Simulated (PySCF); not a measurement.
**Telling isomers of C7H8F4 apart by NMR**

PySCF 2.14 calculation with shielding tensors at PBE0/pcSseg-1 (GIAO) and geometry: GFN2-xTB; single conformer, isolated molecule, no relativistic terms, rapidly exchanging positions averaged.

Referencing at the same level of theory: $^{1}$H and $^{13}$C against TMS. Splittings of carbon signals by F and P are missing where no couplings were computed. Where no couplings were computed, multiplicities follow the n + 1 count of equivalent neighbours, and m marks all less simple cases (inequivalent or close neighbours, rings, F or P nearby). Shifts are as computed. Against solution values, carbons near 30 ppm lie about +3 ppm off and those near 130 ppm about +5 ppm. Of 1211 compounds with measured shifts, 218 miss one by over three times the rms of a fit or turn the order of signals round; such compounds aren't used in these exercises.

(1) Tabulate the signals of `C=C(F)/C(C)=C\CC(F)(F)F`, `F[C@@H]1C=CCC[C@@H]1C(F)(F)F`, `F[C@@H]1[C@@H]2CC[C@@]1(C(F)(F)F)C2` and their relative energies.

(2) What is the quickest way to tell C=C(F)/C(C)=C\CC(F)(F)F from F[C@@H]1[C@@H]2CC[C@@]1(C(F)(F)F)C2?

(3) What is the quickest way to tell C=C(F)/C(C)=C\CC(F)(F)F from F[C@@H]1C=CCC[C@@H]1C(F)(F)F?

(4) What is the quickest way to tell F[C@@H]1C=CCC[C@@H]1C(F)(F)F from F[C@@H]1[C@@H]2CC[C@@]1(C(F)(F)F)C2?

## Answers

(1) 
| SMILES | carbon types | δC | δH | E rel. (kcal/mol) |
| --- | --- | --- | --- | --- |
| C=C(F)/C(C)=C\CC(F)(F)F | 3×C 1×CH 2×CH2 1×CH3 | 175.7, 139.1, 135.4, 131.1, 101.0, 40.0, 25.3 | 5.93 (m, 1H), 5.24 (m, 1H), 4.80 (m, 1H), 3.35 (m, 2H), 2.03 (s, 3H) | 18.3 |
| F[C@@H]1C=CCC[C@@H]1C(F)(F)F | 1×C 4×CH 2×CH2 | 144.3, 136.0, 132.2, 83.3, 48.3, 29.9, 20.1 | 6.45 (m, 1H), 6.35 (m, 1H), 5.35 (m, 1H), 2.38 (m, 1H), 2.17 (m, 1H), 2.15 (m, 1H), 2.00 (m, 1H), 1.83 (m, 1H) | 0.0 |
| F[C@@H]1[C@@H]2CC[C@@]1(C(F)(F)F)C2 | 2×C 2×CH 3×CH2 | 134.7, 88.4, 57.5, 42.7, 28.3, 26.2, 24.7 | 4.56 (m, 1H), 2.40 (m, 1H), 2.19 (m, 1H), 2.15 (m, 1H), 1.82 (m, 1H), 1.76 (m, 1H), 1.11 (m, 1H), 0.99 (m, 1H) | 6.2 |

Energies are electronic energies at PBE0/pcSseg-1 on these geometries, without zero-point or thermal terms, each for the one conformer computed, which needn't be the lowest.

(2) Both give the same number of carbon signals, but DEPT or the intensities differ. The first has a terminal =CH2 carbon at 101.0 ppm, the second a quaternary sp3 carbon in a ring (C) at 57.5 ppm. Their most deshielded carbons lie at 175.7 and 134.7 ppm. In the proton spectra the most deshielded non-exchanging signals are 5.93 (m, 1H) and 4.56 (m, 1H).

(3) Both give the same number of carbon signals, but DEPT or the intensities differ. The first has a terminal =CH2 carbon at 101.0 ppm, the second an sp3 CH in a ring at 48.3 ppm. Their most deshielded carbons lie at 175.7 and 144.3 ppm. In the proton spectra the most deshielded non-exchanging signals are 5.93 (m, 1H) and 6.45 (m, 1H).

(4) Both give the same number of carbon signals, but DEPT or the intensities differ. The first has an alkene CH at 144.3 ppm, the second a quaternary sp3 carbon in a ring (C) at 57.5 ppm. Their most deshielded carbons lie at 144.3 and 134.7 ppm. In the proton spectra the most deshielded non-exchanging signals are 6.45 (m, 1H) and 4.56 (m, 1H).
